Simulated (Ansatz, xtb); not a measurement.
## BH11Si4: which of two isomers lies lower

Structure a: `B[SiH2][SiH]([SiH3])[SiH3]`, a singlet. Structure b: `B[Si]([SiH3])([SiH3])[SiH3]`, a singlet. Both are isolated molecules in the gas phase, relaxed with B3LYP-D3(BJ)/def2-SVP; the shapes shown needn't be the lowest conformers.

a (Å):

```tsv
atom	x (Å)	y (Å)	z (Å)
B	0.0121	0.6279	-1.3548
Si	1.0374	-1.0300	-0.9454
Si	0.7151	-1.1997	1.4009
Si	1.6965	0.6624	2.4474
Si	1.7299	-3.1800	2.1597
H	-1.1634	0.5819	-1.6199
H	0.5239	1.7111	-1.2179
H	0.5343	-2.2864	-1.5780
H	2.5148	-0.9372	-1.1504
H	-0.7486	-1.2311	1.7101
H	3.1384	0.7291	2.0662
H	1.0274	1.9233	2.0099
H	1.5986	0.5545	3.9334
H	3.1857	-3.1282	1.8341
H	1.1264	-4.3677	1.4870
H	1.5730	-3.3265	3.6377
```

b (Å):

```json
{"atom": "B", "x (Å)": "0.0747", "y (Å)": "-2.2533", "z (Å)": "-1.7869"}
{"atom": "Si", "x (Å)": "0.2212", "y (Å)": "-0.2692", "z (Å)": "-1.9718"}
{"atom": "Si", "x (Å)": "1.4897", "y (Å)": "0.4612", "z (Å)": "-3.8116"}
{"atom": "Si", "x (Å)": "-2.0047", "y (Å)": "0.3931", "z (Å)": "-2.4294"}
{"atom": "Si", "x (Å)": "0.8278", "y (Å)": "0.8671", "z (Å)": "-0.0049"}
{"atom": "H", "x (Å)": "-0.1814", "y (Å)": "-2.7579", "z (Å)": "-0.7216"}
{"atom": "H", "x (Å)": "0.1717", "y (Å)": "-2.9724", "z (Å)": "-2.7505"}
{"atom": "H", "x (Å)": "2.9307", "y (Å)": "0.1091", "z (Å)": "-3.6379"}
{"atom": "H", "x (Å)": "1.3808", "y (Å)": "1.9436", "z (Å)": "-3.9543"}
{"atom": "H", "x (Å)": "0.9885", "y (Å)": "-0.1805", "z (Å)": "-5.0635"}
{"atom": "H", "x (Å)": "-2.5005", "y (Å)": "-0.2481", "z (Å)": "-3.6826"}
{"atom": "H", "x (Å)": "-2.0365", "y (Å)": "1.8758", "z (Å)": "-2.6007"}
{"atom": "H", "x (Å)": "-2.9097", "y (Å)": "0.0179", "z (Å)": "-1.3035"}
{"atom": "H", "x (Å)": "0.7271", "y (Å)": "2.3423", "z (Å)": "-0.2133"}
{"atom": "H", "x (Å)": "2.2318", "y (Å)": "0.5414", "z (Å)": "0.3868"}
{"atom": "H", "x (Å)": "-0.0832", "y (Å)": "0.4759", "z (Å)": "1.1119"}
```

Quicker runs give these differences E(b) − E(a): GFN2-xTB +1.68 kcal/mol; HF/STO-3G −2.54 kcal/mol (at GFN2-xTB geometries); r2SCAN-D4/def2-SVP −3.00 kcal/mol (at GFN2-xTB geometries).

Question: Which of the two would you expect CCSD(T)/def2-SVP + ΔMP2/def2-TZVPP electronic energies to favour?

Answer: Too close to call at this level: CCSD(T)/def2-SVP + ΔMP2/def2-TZVPP gives E(b) − E(a) = −1.69 kcal/mol.

Level by level:

```json
{"level": "GFN2-xTB", "geometry": "GFN2-xTB", "E(b) − E(a) (kcal/mol)": "+1.68", "departure from the last row (kcal/mol)": "+3.37", "job, with rough time for the two": "optimisation, 0.58 s"}
{"level": "HF/STO-3G", "geometry": "GFN2-xTB", "E(b) − E(a) (kcal/mol)": "−2.54", "departure from the last row (kcal/mol)": "−0.85", "job, with rough time for the two": "single point, 1.1 s"}
{"level": "r2SCAN-D4/def2-SVP", "geometry": "GFN2-xTB", "E(b) − E(a) (kcal/mol)": "−3.00", "departure from the last row (kcal/mol)": "−1.32", "job, with rough time for the two": "single point, 7.2 s"}
{"level": "B3LYP-D3(BJ)/def2-SVP", "geometry": "B3LYP-D3(BJ)/def2-SVP", "E(b) − E(a) (kcal/mol)": "−1.58", "departure from the last row (kcal/mol)": "+0.11", "job, with rough time for the two": "optimisation, 2.7 min"}
{"level": "HF/def2-SVP", "geometry": "B3LYP-D3(BJ)/def2-SVP", "E(b) − E(a) (kcal/mol)": "−1.94", "departure from the last row (kcal/mol)": "−0.25", "job, with rough time for the two": "part of the CCSD(T) run"}
{"level": "MP2/def2-SVP", "geometry": "B3LYP-D3(BJ)/def2-SVP", "E(b) − E(a) (kcal/mol)": "−2.80", "departure from the last row (kcal/mol)": "−1.11", "job, with rough time for the two": "part of the CCSD(T) run"}
{"level": "CCSD(T)/def2-SVP", "geometry": "B3LYP-D3(BJ)/def2-SVP", "E(b) − E(a) (kcal/mol)": "−2.36", "departure from the last row (kcal/mol)": "−0.68", "job, with rough time for the two": "single point"}
{"level": "CCSD(T)/def2-SVP + ΔMP2/def2-TZVPP", "geometry": "B3LYP-D3(BJ)/def2-SVP", "E(b) − E(a) (kcal/mol)": "−1.69", "departure from the last row (kcal/mol)": "", "job, with rough time for the two": "single point, 68 s"}
```

As drawn, both hold the same kinds of bond in the same numbers.

GFN2-xTB puts the two in the other order. The largest departure from CCSD(T)/def2-SVP + ΔMP2/def2-TZVPP is that of GFN2-xTB, 3.37 kcal/mol. The last row adds to CCSD(T) the change of the MP2 difference between the two basis sets, here +0.68 kcal/mol.

With thermal terms from frequencies at re-optimised GFN2-xTB minima (ideal gas, soft modes damped towards free rotors, one conformer each, 298.15 K, 1 atm): the zero-point term adds −0.05 kcal/mol; ΔH is −1.38 and ΔG −2.24 kcal/mol.

The correlated steps freeze 21 core orbitals. Run with Ansatz 0.2.0, xtb 6.7.1; the last row on 2 threads of Intel(R) Xeon(R) Platinum 8259CL CPU @ 2.50GHz (Skylake/Cascade Lake) on a shared host.
